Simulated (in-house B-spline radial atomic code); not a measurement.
How numerical settings move a run on Ca⁺, [Ar] 4s1. Computed with an all-electron radial atomic-structure program (B-spline basis): scalar-relativistic (X2C) BP86, spin-polarised, spherical fractional occupations, Fermi nucleus of rms radius 3.4776 fm.

Command:
```bash
python run_scf.py task.json out
```
Settings of the sound reference run:
```
Z                20
electrons        19
configuration    [Ar] 4s1
hamiltonian      x2c
method           b88,p86
spin_polarised   True
nucleus          fermi
rms_radius       3.4776
mass_number      40
atomic_mass      39.96259
speed_of_light   137.036
knot_spacing     0.22
spline_order     8
gauss_points     12
box_radius       35.29
max_iterations   70
damping          0.5
damped_steps     3
diis_vectors     10
tolerance        1e-08
start            Thomas-Fermi
```

Time taken, with all properties: 0.37 s on 1 thread of Arm Neoverse N1, with other jobs on the host.

It converges in 10 iterations to -680.317460 hartree, with 4s up at -9.5019 eV. The other runs change the listed settings, some to values that make no sense; their results aren't properties of the atom or ion. Radii are in bohr (the nuclear one in fm), a minus after a letter asks for a j subshell, and «unchanged» means within 1e-8 hartree. The run stops when the residual is below 10 × tolerance × max(1, Z/10), or a noise floor if that is larger, and the energy moves by less than 1e-8 × √|E| hartree; so very loose and very tight tolerances often act alike.

| changed settings | outcome |
| --- | --- |
| max_iterations = 2 | not converged after 2 iterations, last residual 2.0e-01, last energy +1.35e+00 hartree from the reference |
| first_knot = 5e-05 | converged in 10 iterations, energy -2.88e-06 hartree from the reference, 4s up level -3.3e-07 eV |
| max_iterations = 12 | converged in 10 iterations, energy unchanged |
| electrons = 20, configuration = [Ar] 4s1 2f1, max_iterations = 60 | stopped with error: there is no 2f shell |
| knot_spacing = 0.3, gauss_points = 6, box_radius = 5.29, max_iterations = 100 | converged in 9 iterations, energy +6.38e-02 hartree from the reference, 4s up level +2.3e+00 eV (the program warns: 4s up reaches the box edge; 3s up reaches the box edge) |
| knot_spacing = 0.15, max_iterations = 60, damping = 0.2, diis_vectors = 0, start = bare nucleus | converged in 15 iterations, energy -1.22e-06 hartree from the reference, 4s up level -5.1e-06 eV |
| hamiltonian = dirac, method = hf, spin_polarised = False, speed_of_light = 18.00653 | converged in 11 iterations to -1181.2783 hartree, a different physical problem |
| knot_spacing = 0.4 | converged in 10 iterations, energy +5.40e-05 hartree from the reference, 4s up level +1.9e-04 eV |
| knot_spacing = 0.1 | converged in 9 iterations, energy -1.70e-06 hartree from the reference, 4s up level -1.0e-05 eV |
| max_iterations = 8 | not converged after 8 iterations, last residual 1.3e-05, last energy +1.09e-09 hartree from the reference |
| first_knot = 0.15 | converged in 10 iterations, energy +4.50e-01 hartree from the reference, 4s up level +3.9e-03 eV |
| knot_spacing = 0.15 | converged in 10 iterations, energy -1.22e-06 hartree from the reference, 4s up level -8.0e-06 eV |
| max_iterations = 3 | not converged after 3 iterations, last residual 5.1e-02, last energy +9.94e-02 hartree from the reference |
| gauss_points = 4, max_iterations = 50, damping = 0.2 | converged in 9 iterations, energy +2.02e-07 hartree from the reference |
| first_knot = 5e-06 | converged in 9 iterations, energy +8.18e-07 hartree from the reference, 4s up level -8.1e-06 eV |
| knot_spacing = 1 | converged in 10 iterations, energy +2.00e+00 hartree from the reference, 4s up level +1.6e-01 eV (the program warns: 3s up reaches the box edge; 3s down reaches the box edge) |
| max_iterations = 5 | not converged after 5 iterations, last residual 6.8e-03, last energy +1.77e-03 hartree from the reference |
| knot_spacing = 1.4 | converged in 10 iterations, energy +4.84e+00 hartree from the reference, 4s up level +2.3e-01 eV |
| knot_spacing = 2 | converged in 9 iterations, energy +7.10e+01 hartree from the reference, 4s up level -2.7e-01 eV (the program warns: 4s up reaches the box edge; 1s up reaches the box edge) |

Question: What happens with knot_spacing = 0.55?

Answer: Converged in 22 iterations, energy +1.09e-02 hartree from the reference, 4s up level +1.8e-03 eV.

Question: What happens with knot_spacing = 0.3?

Answer: Converged in 10 iterations, energy +1.33e-05 hartree from the reference, 4s up level +7.9e-05 eV.

Question: What happens with spline_order = 10, max_iterations = 100, damping = 0.95, damped_steps = 8, tolerance = 0.001?

Answer: Converged in 14 iterations, energy -6.18e-07 hartree from the reference, 4s up level +2.9e-05 eV.

Question: What happens with first_knot = 0.0005?

Answer: Converged in 10 iterations, energy -7.43e-05 hartree from the reference, 4s up level -6.7e-06 eV.
